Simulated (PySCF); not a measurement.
C₂H₅ (SMILES [CH2]C), doublet, at a GFN2-xTB geometry. Base run: B3LYP/def2-SVP run with PySCF.

The PySCF input:
```python
from pyscf import gto, scf, dft

mol = gto.M(
    atom='''
C    -0.02614715   -0.68564880   -0.01471818
C     0.00914777    0.78429993    0.01653914
H     0.98817534   -1.11000404   -0.01568722
H    -0.53087951   -1.08690884    0.86435588
H    -0.52155198   -1.05009079   -0.91400379
H     0.10921562    1.30609826    0.94783358
H     0.05703688    1.34899869   -0.89342413
''',
    basis='def2-svp',
    spin=1,
    verbose=4,
)

mf = dft.UKS(mol)
mf.xc = 'b3lyp'
mf.kernel()
```

The base run was repeated with changes; each row names its change, and settings that it needs were set with it.

```csv
change,ΔE vs base (mEh),fitting functions,dipole (D)
base,0.000,-,0.29
auxbasis = autoaux,-0.003,347,0.29
auxbasis = def2-tzvp-ri,-0.158,227,0.29
auxbasis = even-tempered beta=2.0,-0.007,362,0.29
auxbasis = default (with mf = mf.density_fit()),-0.036,240,0.29
auxbasis = cc-pvqz-jkfit,-0.018,467,0.29
auxbasis = even-tempered beta=1.6,0.001,546,0.29
auxbasis = cc-pvtz-ri,-0.153,312,0.29
auxbasis = cc-pvdz-jkfit,-0.061,255,0.29
auxbasis = def2-svp-ri,-2.731,166,0.29
```

A fitting set is made for a task (jfit for Coulomb, jkfit for Coulomb and exchange, ri for correlation) and for a family of orbital bases.

Open shells are given as the SCF converged; they aren't shown to be the lowest states, and a large step between rows can be another state.
